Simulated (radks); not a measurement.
Problem. The mean radii <r> (bohr) of the occupied orbitals of an atom or ion are listed with their occupations. All-electron calculation, Dirac Kohn-Sham, BLYP, spin-unpolarised, spherical densities, point nucleus. Program: a radial shooting solver on a logarithmic mesh with Libxc functionals.

| orbital | occ. | <r> |
|---|---|---|
| 1s1/2 | 2 | 0.02457 |
| 2s1/2 | 2 | 0.1047 |
| 2p1/2 | 2 | 0.08794 |
| 2p3/2 | 4 | 0.09414 |
| 3s1/2 | 2 | 0.2783 |
| 3p1/2 | 2 | 0.2681 |
| 3p3/2 | 4 | 0.2803 |
| 3d3/2 | 4 | 0.2513 |
| 3d5/2 | 6 | 0.2552 |
| 4s1/2 | 2 | 0.6372 |
| 4p1/2 | 2 | 0.6559 |
| 4p3/2 | 4 | 0.6831 |
| 4d3/2 | 4 | 0.7379 |
| 4d5/2 | 6 | 0.7475 |
| 5s1/2 | 1 | 1.501 |
| 5p1/2 | 2 | 1.675 |
| 5p3/2 | 4 | 1.753 |
| 4f5/2 | 1 | 1.051 |
| 5d3/2 | 2 | 2.564 |
| 6s1/2 | 1 | 3.869 |

Name the element and its charge. Open shells, if any, fill j = l - 1/2 first.

Solution. Z = 58, cerium, charge +1: Ce+ in [Kr] 4d10 4f1 5s1 5p6 5d2 6s1. The 1s radius gives Z: for a bare nucleus <r> = (2 gamma + 1)/(2Z) with gamma = sqrt(1 - (Z/c)^2), 0.02424 bohr for Z = 58, and screening makes it slightly larger (0.02457 here). The occupations add up to 57, and the charge is Z minus that.
